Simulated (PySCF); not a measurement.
BOCl, SMILES O=BCl. Heavy atoms are numbered as in [B:1](=[O:2])[Cl:3].

Coordinates come from a r2SCAN-D4/def2-TZVP optimisation.

All values below come from PySCF with PBE0/pcSseg-2.

GIAO shieldings, no solvent; atoms alike by connectivity are averaged. δ = σ(ref) − σ: ¹¹B against BF3 (σ = 88.8 ppm); ¹⁷O against H2O (σ = 327.8 ppm); ³⁵Cl against HCl (σ = 943.3 ppm), references at their B3LYP-D3(BJ)/def2-TZVP geometries, non-relativistic (without spin–orbit terms, shifts of atoms bonded to Cl or Br come out too high).

```csv
atoms,nucleus,count,δ (ppm)
B1,¹¹B,1,4.6
O2,¹⁷O,1,…
Cl3,³⁵Cl,1,-49.7
```

**Question.** Some entries are withheld; supply them. (An estimate is asked for; the answer gives what the named calculation found.)

**Answer.** 
- O2, δ (ppm): 236.3
